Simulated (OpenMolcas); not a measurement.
# Os2+: moving or changing the point charges

Os2+ among 8 point charges of -1.2 e arranged as a cube (Oh), 1.94 Å from the ion.

* Program: OpenMolcas
* Method: SS-CASPT2, IPEA 0.25 Eh, imaginary shift 0.1 Eh (closed shells correlated: 5s 5p)
* Basis: ANO-RCC-VDZP [7s6p4d2f1g]
* Scalar Hamiltonian: DKH2, point nucleus
* Active space: 6 electrons in 5 orbitals (5d)
* State averaging: 2S+1 = 5 even, 5 roots; 2S+1 = 3 even, 45 roots; 2S+1 = 1 even, 50 roots
* Spin-orbit coupling: state interaction with AMFI integrals over the reference wave functions

Runs around this geometry, states (labels of O, the rotations of Oh). Energies in cm-1 above the lowest state or level, χT in cm3 K/mol.

| R (Å) | q (e) | Ground state | First state of that spin | First gap with spin-orbit (degeneracies) | χT at 300 K | First state of another spin |
| --- | --- | --- | --- | --- | --- | --- |
| 1.94 | -0.78 | 5E | 5T2 8240 | 160 (1, 2) | 3.444 | 3T1 10020 |
| 1.77 | -1.2 | 5E | 5T2 19350 | 650 (2, 3) | 0.894 | 3T1 440 |
| 1.94 | -1.2 | 5E | 5T2 13290 | 130 (2, 1) | 2.172 | 3T1 5910 |

Taking the first state of the same spin as R^-n, n = -ln(13290 / 19350) / ln(1.94 / 1.77) = 4.1 between the shortest and longest distance.

Scaling the charges by -0.78 / -1.2 = 0.65 scales the first state of the same spin by 8240 / 13290 = 0.62; with fixed orbitals a first-order splitting would follow the charge.

Roots that are degenerate in the reference are averaged as groups; the widest CASPT2 spread within a group is 360 cm-1 (the 3-fold group of multiplicity 3 near 28300 cm-1 above the lowest state of its run, R = 1.77, q = -1.2). Shifts and gaps below about the spread of the groups concerned are not significant. An orbital doublet at a regular site is open to a Jahn-Teller distortion, which this geometry leaves out. Point charges give a weaker field than real ligands, and real ions of this kind are as a rule low spin; the high spin found here belongs to the model. Free-ion shares, where given, are those of the reference states; single-state CASPT2 does not remix them. Spin-orbit coupling mixes the spin-free states strongly: the lowest level takes only 53 % from its leading state, 3T1, which lies 440 cm-1 above the lowest spin-free state (figures for R = 1.77, q = -1.2; the like holds for R = 1.94, q = -1.2). This shell can be high or low spin here, a state of another spin lies low, and with metal d orbitals alone active their balance is uncertain, so the ground spin may be wrong (holds for R = 1.77, q = -1.2; R = 1.94, q = -1.2). Point charges carry no covalency, so the field is a model and not that of real ligands. No measured value stands beside these numbers.
